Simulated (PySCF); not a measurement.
Compound: FGe2H6N.
SMILES with atom numbers: `[F:1][GeH2:2][NH:3][GeH3:4]` (hydrogens: H5, H6 on Ge2; H7 on N3; H8, H9, H10 on Ge4)

Method used: PySCF 2.14.0, PBE0-D3(BJ)/def2-SVP geometry optimisation, gas phase.

Q: What internal coordinates does the optimisation give?

A: 
| bond | length (Å) |
| --- | --- |
| F1–Ge2 | 1.751 |
| Ge2–N3 | 1.808 |
| N3–Ge4 | 1.843 |
| Ge2–H5, Ge2–H6 | 1.533 |
| N3–H7 | 1.016 |
| Ge4–H8, Ge4–H9, Ge4–H10 | 1.540 |

Bonds in one row agree within 0.01 Å and their mean is given. A selection of angles:
| angle | degrees |
| --- | --- |
| F1–Ge2–N3 | 110.2 |
| F1–Ge2–H5 | 105.3 |
| N3–Ge2–H5 | 110.0 |
| H5–Ge2–H6 | 116.4 |
| Ge2–N3–Ge4 | 126.2 |
| Ge2–N3–H7 | 115.0 |
| Ge4–N3–H7 | 115.4 |
| N3–Ge4–H8 | 105.8 |
| N3–Ge4–H9 | 112.0 |
| N3–Ge4–H10 | 108.7 |
| H8–Ge4–H9 | 110.2 |
| H8–Ge4–H10 | 110.9 |

Dihedral angles: F1–Ge2–N3–Ge4 -78° (synclinal). The mirror-image conformer, all signs reversed, is as good.

Ge2 (germanium bonded to F, N and 2 H) is distorted tetrahedral (angles from 105.3° to 116.4°). The Ge–N distances run from 1.808 Å (Ge2–N3, drawn single) to 1.843 Å (N3–Ge4, drawn single), a spread of 0.035 Å. Ge4 (germanium bonded to N and 3 H) is distorted tetrahedral (angles from 105.8° to 112.0°). N3 (nitrogen bonded to 2 Ge and H) is almost planar (angles 126.2°, 115.4° and 115.0°, sum 356.6°, 0.16 Å off the plane of its three neighbours).

Point group: C1 (no symmetry element, even within 0.4 Å). Whether it is a minimum is left open (no frequencies). The numbers are those of one conformer.

Time: 87 s wall; peak memory 0.52 GiB. Hardware: an Intel Xeon at 2.60 GHz with one thread, no GPU, shared host with 96 logical CPUs at a one-minute load of 17. This is the geometry optimisation.
